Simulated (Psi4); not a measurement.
H₆FGeN₃, singlet, at a GFN2-xTB geometry; R2SCAN/6-31G (Psi4 1.11).

Here is a job for Psi4.
```
memory 2 GB

molecule mol {
0 1
  N    -1.198348   -1.352715    0.015898
  Ge   -0.001774   -0.007495   -0.039190
  N     1.639464   -0.398918   -0.700104
  N    -0.700284    1.387292   -0.933293
  F     0.189677    0.376470    1.702817
  H    -1.140994   -1.944807    0.832157
  H    -1.226639   -1.934286   -0.808270
  H     2.162909    0.385485   -1.059342
  H     2.241457   -0.929705   -0.086308
  H    -1.674870    1.563235   -0.735797
  H    -0.198030    2.262062   -0.891213
}

set basis 6-31g
set reference rks

energy('r2scan')
print_variables()
```

The log (banner, timings and long lists left out):

```
   => Loading Basis Set <=

    Name: 6-31G
    Role: ORBITAL
    Keyword: BASIS

         ---------------------------------------------------------
                                   SCF
               by Justin Turney, Rob Parrish, Andy Simmonett
                          and Daniel G. A. Smith
                              RKS Reference
         ---------------------------------------------------------

  ==> Geometry <==

    Molecular point group: c1
    Full point group: C1

    Geometry (in Angstrom), charge = 0, multiplicity = 1:

       Center              X                  Y                   Z               Mass
    ------------   -----------------  -----------------  -----------------  -----------------
         N           -1.198407515641    -1.359054388946    -0.012713959120    14.003074004430
         GE          -0.001833515641    -0.013834388946    -0.067801959120    73.921177761000
         N            1.639404484359    -0.405257388946    -0.728715959120    14.003074004430
         N           -0.700343515641     1.380952611054    -0.961904959120    14.003074004430
         F            0.189617484359     0.370130611054     1.674205040880    18.998403162730
         H           -1.141053515641    -1.951146388946     0.803545040880     1.007825032230
         H           -1.226698515641    -1.940625388946    -0.836881959120     1.007825032230
         H            2.162849484359     0.379145611054    -1.087953959120     1.007825032230
         H            2.241397484359    -0.936044388946    -0.114919959120     1.007825032230
         H           -1.674929515641     1.556895611054    -0.764408959120     1.007825032230
         H           -0.198089515641     2.255722611054    -0.919824959120     1.007825032230

  Running in c1 symmetry.

  Rotational constants: A =      0.11366  B =      0.10967  C =      0.10347 [cm^-1]
  Rotational constants: A =   3407.46187  B =   3287.67850  C =   3101.97268 [MHz]
  Nuclear repulsion =  431.043299870727481

  Charge       = 0
  Multiplicity = 1
  Electrons    = 68
  Nalpha       = 34
  Nbeta        = 34

  ==> Algorithm <==

  SCF Algorithm Type is DF.
  DIIS enabled.
  MOM disabled.
  Fractional occupation disabled.
  Guess Type is SAD.
  Energy threshold   = 1.00e-06
  Density threshold  = 1.00e-06
  Integral threshold = 1.00e-12

  ==> Primary Basis <==

  Basis Set: 6-31G
    Blend: 6-31G
    Number of shells: 43
    Number of basis functions: 77
    Number of Cartesian functions: 77
    Spherical Harmonics?: false
    Max angular momentum: 2

  ==> DFT Potential <==

   => LibXC <=

    Version 7.1.2
    S. Lehtola, C. Steigemann, M. J. T. Oliveira, and M. A. L. Marques,  SoftwareX 7, 1–5 (2018) (10.1016/j.softx.2017.11.002)

   => Composite Functional: R2SCAN <=

    r2SCAN Meta-GGA XC Functional  (0.1021/acs.jpclett.0c02405)
    J. W. Furness, A. D. Kaplan, J. Ning, J. P. Perdew, J. Sun  J. Phys. Chem. Lett.  11, 8208–8215, 2020

    Deriv               =              1
    GGA                 =           TRUE
    Meta                =           TRUE

    Exchange Hybrid     =          FALSE
    MP2 Hybrid          =          FALSE

   => Exchange Functionals <=

    1.0000   XC_MGGA_X_R2SCAN

   => Correlation Functionals <=

    1.0000   XC_MGGA_C_R2SCAN

   => LibXC Density Thresholds  <==

    XC_MGGA_C_R2SCAN:  1.00E-15
    XC_MGGA_X_R2SCAN:  1.00E-11

   => Molecular Quadrature <=

    Radial Scheme          =       TREUTLER
    Pruning Scheme         =           NONE
    Nuclear Scheme         =       TREUTLER

    Blocking Scheme        =         OCTREE
    BS radius alpha        =              1
    Pruning alpha          =              1
    Radial Points          =             75
    Spherical Points       =            302
    Total Points           =         237528
    Total Blocks           =           1780
    Max Points             =            256
    Max Functions          =             75
    Weights Tolerance      =       1.00E-15

[...]
    K tasked:                    No
    wK tasked:                   No
    Algorithm:                 Core
    Schwarz Cutoff:           1E-12
    Mask sparsity (%):       1.4505
    Fitting Condition:        1E-10

   => Auxiliary Basis Set <=

  Basis Set: (6-31G AUX)
    Blend: CC-PVDZ-JKFIT
    Number of shells: 197
    Number of basis functions: 683
    Number of Cartesian functions: 683
    Spherical Harmonics?: false
    Max angular momentum: 3

  Minimum eigenvalue in the overlap matrix is 7.7641372704E-04.
  Reciprocal condition number of the overlap matrix is 1.5441448506E-04.
    Using symmetric orthogonalization.

  ==> Pre-Iterations <==

  SCF Guess: Superposition of Atomic Densities via on-the-fly atomic UHF (no occupation information).

   -------------------------
    Irrep   Nso     Nmo
   -------------------------
     A         77      77
   -------------------------
    Total      77      77
   -------------------------

  ==> Iterations <==

                           Total Energy        Delta E     RMS |[F,P]|

   @DF-RKS iter SAD: -2340.88552346502456   -2.34089e+03   0.00000e+00
   @DF-RKS iter   1: -2342.63828719211324   -1.75276e+00   3.82639e-02 ADIIS/DIIS
   @DF-RKS iter   2: -2341.36859726038574    1.26969e+00   5.37739e-02 ADIIS/DIIS
   @DF-RKS iter   3: -2344.21754008333619   -2.84894e+00   3.72428e-03 ADIIS/DIIS
   @DF-RKS iter   4: -2344.20754725148890    9.99283e-03   3.66686e-03 ADIIS/DIIS
   @DF-RKS iter   5: -2344.23544134915073   -2.78941e-02   1.54440e-04 ADIIS/DIIS
   @DF-RKS iter   6: -2344.23546720283184   -2.58537e-05   1.29069e-04 ADIIS/DIIS
   @DF-RKS iter   7: -2344.23551128820918   -4.40854e-05   1.67039e-05 DIIS
   @DF-RKS iter   8: -2344.23551213143219   -8.43223e-07   6.76030e-06 DIIS
   @DF-RKS iter   9: -2344.23551225238725   -1.20955e-07   1.31478e-06 DIIS
   @DF-RKS iter  10: -2344.23551225740039   -5.01313e-09   1.83149e-07 DIIS
  Energy and wave function converged.

  ==> Post-Iterations <==

   Electrons on quadrature grid:
      Ntotal   =   68.0000223932 ; deviation = 2.239e-05

    Orbital Energies [Eh]
    ---------------------

    Doubly Occupied:

[...]
      34A     -0.225666

    Virtual:

[...]
      77A     73.859477

    Final Occupation by Irrep:
              A
    DOCC [    34 ]
    NA   [    34 ]
    NB   [    34 ]

  @DF-RKS Final Energy: -2344.23551225740039

   => Energetics <=

    Nuclear Repulsion Energy =            431.0432998707274805
    One-Electron Energy =               -4120.4559291230407325
    Two-Electron Energy =                1457.7347862431147405
    DFT Exchange-Correlation Energy =    -112.5576692482018188
    Empirical Dispersion Energy =           0.0000000000000000
    VV10 Nonlocal Energy =                  0.0000000000000000
    Total Energy =                      -2344.2355122574003872

Computation Completed

Properties will be evaluated at   0.000000,   0.000000,   0.000000 [a0]

Properties computed using the SCF density matrix

 Multipole Moments:

 ------------------------------------------------------------------------------------
     Multipole            Electronic (a.u.)      Nuclear  (a.u.)        Total (a.u.)
 ------------------------------------------------------------------------------------

 L = 1.  Multiply by 2.5417464519 to convert [e a0] to [Debye]
 Dipole X            :          0.4695089           -0.0076819            0.4618270
 Dipole Y            :          0.7685135           -0.8146448           -0.0461313
 Dipole Z            :          3.3571230           -3.6766629           -0.3195399
 Magnitude           :                                                    0.5634874

 ------------------------------------------------------------------------------------

  Variable Map:
  ----------------------------------------------------------------------------
[...]
  Array Variable Map:
  ----------------------------------------------------------------------------
[...]
[...]
```
